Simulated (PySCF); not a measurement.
## Dipole response of Hg (mercury, neutral)

[Xe] 4f14 5d9 6s2 6p1, one real determinant (an excited configuration). Calculation: PySCF 2.14, in x2c-TZVPPall with one added diffuse shell each of s, p, d, f type (12s8p8d4f1g, 113 functions); the spin-free X2C one-electron Hamiltonian (Gaussian nucleus). Coupled (time-dependent) response in atomic units; α is the mean over directions.

```
method  mean α (bohr³)         α xx, yy, zz  C₆ (like pair)  S(−4)
   UHF           70.90  54.48, 54.48, 103.7           790.1   2856
```

S(−4) is the Cauchy moment in α(ω) = α(0) + S(−4) ω² + …

Spin-orbit coupling is absent.

α(iu) at UHF:

| u (hartree) | α(iu) (bohr³) |
| --- | --- |
| 0 | 70.90 |
| 0.0500 | 64.76 |
| 0.100 | 53.18 |
| 0.200 | 34.79 |
| 0.300 | 24.22 |
| 0.500 | 14.12 |
| 0.750 | 8.944 |
| 1.00 | 6.428 |
| 1.50 | 3.968 |
| 2.00 | 2.753 |
| 3.00 | 1.566 |
| 5.00 | 0.7051 |

A single London oscillator, α(iu) = α/(1 + u²/ω²), gives C₆ = (3/4) ω α². Matching the computed C₆ needs ω = 4 × 790.1 / (3 × 70.90²) = 0.210 hartree.

The components differ because the open shell of this determinant is not spherical; for a pure term their mean is the scalar polarisability.

⟨L²⟩ = 7.97 against 12 for a pure F term, so this real determinant mixes terms. Spin-orbit coupling, absent here, splits the open shell strongly.
